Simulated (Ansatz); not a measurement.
`C[Se][B](N)[GaH2]` and `C[B](N)[GaH2]` differ in one atom or group.

Ansatz, PBE0-D4/def2-TZVP geometries, multiplicity 1. Each molecule was computed in one conformer, which needn't be the lowest.

Scalar relativity is left out up to krypton.

| property | `C[Se][B](N)[GaH2]` |
| --- | --- |
| HOMO–LUMO gap (B3LYP/def2-TZVPP) / eV | 3.97 |
| zero-point energy (PBE0-D4/def2-TZVP) / kJ/mol | 217.3 |
| size of the dipole moment (B3LYP/def2-TZVPP) / D | 1.05 |
| HOMO energy (PBE/def2-TZVPP) / eV | -5.36 |
| size of the dipole moment (PBE/def2-TZVPP) / D | 1.11 |
| LUMO energy (ωB97M-V/def2-TZVPP) / eV | -0.29 |

(1) What does the change do to each property? (An estimate is asked.)

Answers

(1) The calculation gave: 
```tsv
property	`C[B](N)[GaH2]`	shift
HOMO–LUMO gap (B3LYP/def2-TZVPP) / eV	4.64	0.67
zero-point energy (PBE0-D4/def2-TZVP) / kJ/mol	213.1	-4.2
size of the dipole moment (B3LYP/def2-TZVPP) / D	2.55	1.50
HOMO energy (PBE/def2-TZVPP) / eV	-5.72	-0.36
size of the dipole moment (PBE/def2-TZVPP) / D	2.62	1.51
LUMO energy (ωB97M-V/def2-TZVPP) / eV	-0.03	0.26
```

With PBE0 the HOMO falls by 0.41 eV and the LUMO rises by 0.23 eV, so the gap widens by about 0.64 eV. PBE moves the HOMO by -0.36 eV and ωB97M-V by -0.41 eV. The zero-point energy changes by -4.2 kJ/mol with -3 modes. Dipoles are sizes alone; their direction can turn.

B3LYP here is the variant with VWN-RPA as its local correlation; programs differ in this.

Spin–orbit coupling is left out; it splits and shifts lone-pair levels of the heavy atoms by tenths of an eV.
